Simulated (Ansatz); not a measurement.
Mulliken charges of ClI3Zr, SMILES `[Cl][Zr]([I])([I])[I]` from B3LYP/def2-TZVPP in Ansatz (PBE0-D4/def2-TZVP geometry).

```tsv
atom	x (Å)	y (Å)	z (Å)	charge (e)
Cl1	-0.496	-0.583	2.252	-0.233
Zr2	-0.006	-0.033	0.064	0.540
I3	2.272	-1.230	-0.673	-0.102
I4	-1.995	-0.848	-1.532	-0.102
I5	0.275	2.621	-0.153	-0.102
```

Problem. By hand: the dipole of these point charges (1 e Å = 4.8032 D).

Solution. Σ q r = (0.056, 0.063, -0.250) e Å, of length 0.264 e Å = 1.27 D.

Problem. How does the dipole of the full density compare? (Best estimate.)

Solution. The calculation gave: (0.017, 0.019, -0.074) e Å, 0.38 D; the point charges give 3.34 times that, at 0° from its direction.

Point charges leave out the atoms' own dipoles, such as those of lone pairs, and Mulliken's split depends on the basis, so the two needn't agree.

B3LYP here is the variant with VWN-RPA as its local correlation; programs differ in this.
